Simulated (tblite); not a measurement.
A tight-binding relaxation on `COB(OC)[SiH2]C(F)(F)F`.

Computed with GFN2-xTB geometry optimisation, gas phase (tblite 0.8.0). Start geometry: from a force field or distance geometry. A driver script takes a list of jobs; this job's settings line and coordinates (Å) are shown.

Command:
```bash
OMP_NUM_THREADS=1 python probes_run.py task.json out
```

Input:
```
{"job": {"kind": "relax", "xc": "GFN2-xTB", "basis": "xTB"}, "charge": 0, "multiplicity": 1}
C     -1.640600    -1.887200    -0.178800
O     -0.851000    -1.035700     0.599000
B     -0.398800     0.092400    -0.172700
O     -1.462700     0.798200    -0.942200
C     -1.602800     2.029500    -0.299500
Si     1.382700     0.427400    -0.766800
C      2.683500    -0.602000     0.035900
F      2.206400    -1.599800     0.847500
F      3.562700     0.186300     0.755300
F      3.435300    -1.175700    -0.975300
H     -0.984400    -2.434900    -0.860300
H     -2.188600    -2.563600     0.532200
H     -2.380500    -1.261400    -0.741200
H     -0.611200     2.526000    -0.325800
H     -1.808300     1.808900     0.765400
H     -2.406400     2.636700    -0.741800
H      1.420200     0.190500    -2.220300
H      1.635600     1.870600    -0.586900
```

Output:
```
step      E/eV     max force
  0    -973.98245    3.513
  1    -974.45141    1.178
  2    -974.58817    1.057
  3    -974.68298    0.829
  4    -974.75554    0.671
  5    -974.80877    0.789
  6    -974.89561    0.829
  7    -974.99767    1.377
  8    -975.12826    1.763
  9    -975.27136    1.514
... (172 lines left out)
182    -976.01586    0.037
183    -976.01620    0.026
184    -976.01639    0.023
185    -976.01652    0.031
186    -976.01666    0.021
187    -976.01677    0.035
188    -976.01687    0.023
189    -976.01693    0.019
190    -976.01699    0.017
191    -976.01702    0.010
```

«max force» is the largest atomic force in eV/Å.

Question: From which step on does the largest force stay under 0.1 eV/Å, and how much energy is left to gain from there?

Answer: From step 182 (0.037 eV/Å), 1.2 meV above the end.

Summary of the converged run: energy lowered by 46.9 kcal/mol over 191 steps; largest atomic force 0.010 eV/Å at the end.

Question: Where do the atoms end?

Answer: 0.756 Å rms from the input after alignment:
```
atom  x, y, z in Å
C1    -1.6508   -2.0990   -0.0984
O2    -0.4793   -1.3124   -0.1761
B3    -0.4376    0.0197   -0.3212
O4    -1.5935    0.7218   -0.4126
C5    -1.6899    2.1126   -0.5526
Si6    1.3893    0.7763   -0.3854
C7     2.6817   -0.6631   -0.1382
F8     2.5192   -1.3148    1.0325
F9     3.9625   -0.2368   -0.1437
F10    2.6058   -1.6027   -1.1038
H11   -1.6494   -2.7995   -0.9356
H12   -1.6236   -2.6580    0.8387
H13   -2.5453   -1.4765   -0.1367
H14   -0.7153    2.5703   -0.7470
H15   -2.1077    2.5359    0.3643
H16   -2.3646    2.3300   -1.3832
H17    1.8757    1.3800   -1.6396
H18    1.8140    1.7225    0.6623
```

The run took 2.6 s of wall time on one thread of an Arm Neoverse N1, on a shared host.
Labels such as C1 count atoms from 1, the log's own numbers from 0.
